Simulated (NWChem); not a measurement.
# BiHF₂; SMILES [F][BiH][F]

Results from NWChem. Coordinates come from a PBE0/def2-SVP optimisation. def2 effective core potentials on Bi; no spin-orbit coupling. B3LYP is NWChem's, with the RPA form of VWN correlation. Vertical excitations in the gas phase; the lowest state need not have the same character in each row.

Task: Order these by “lowest excitation, singlet (eV)”, lowest first: LDA (Slater exchange, VWN5)/def2-SVP, TDA; LRC-wPBEh/def2-SVP, TDA; B3LYP/def2-SVP, TDA; PBE/def2-SVP, TDA.

Result: LDA (Slater exchange, VWN5)/def2-SVP, TDA (4.81), PBE/def2-SVP, TDA (4.90), B3LYP/def2-SVP, TDA (5.25), LRC-wPBEh/def2-SVP, TDA (5.42)
